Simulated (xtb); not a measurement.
Pb(Br)(OH) (BrHOPb), SMILES [Br][Pb][OH] (connectivity only; charge and spin as stated), neutral, multiplicity 1. All values are semi-empirical tight-binding results from xtb (GFN2-xTB unless named), good for trends rather than for accurate numbers. The structure is a stationary point at GFN2-xTB. One conformer was computed; it need not be the lowest.

Optimised geometry:

```xyz
4

Pb     0.2527     0.6595     0.0000
Br    -0.1116    -1.8608     0.0000
O     -1.8254     1.1305     0.0000
H     -2.2105     2.0005     0.0000
```
Charge 0, spin multiplicity 1.

For metal compounds this method's bond lengths and energies can be far off.

```yaml
point_group_as_xtb_finds_it: Cs
orbital_gap: 2.93 eV
zero_point_energy: 7.5 kcal/mol
G − E(el) at 298.15 K (modified RRHO): -12.4 kcal/mol
```

**Question.** Give the atomic charges and the Wiberg bond orders between heavy atoms. (An estimate is asked for; the answer gives what the named calculation found.)

**Answer.** charges (e) Pb1 0.73, Br2 -0.33, O3 -0.66, H4 0.27. Bond orders Pb1–Br2 1.03, Pb1–O3 0.95.
